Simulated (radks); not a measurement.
Task: Fe III, 24 electrons, occupied as [Ne] 3s2 3p5 3d6 4p1 (not the ground configuration). Calculated with a radial shooting solver on a logarithmic mesh with Libxc functionals: scalar-relativistic Kohn-Sham, Wu-Cohen GGA, spin-unpolarised, spherical densities, finite nucleus; Fermi nuclear charge, rms radius 3.7377 fm. Some entries of the table are withheld. Estimate them.

orbital  occ.  eigenvalue (hartree)  r(max) (bohr)
1s          2             -258.3217        0.03828
2s          2             -31.20165         0.2224
2p          6             -26.77298         0.1796
3s          2                   (1)         0.6984
3p          5              -3.22301            (2)
3d          6              -1.24961         0.6925
4s          0              -0.85506            (3)
4p          1              -0.61553          2.431
4d          0              -0.31950          3.589

Result: 
(1) 3s eigenvalue (hartree): -4.47517
(2) 3p r(max) (bohr): 0.7089
(3) 4s r(max) (bohr): 2.076
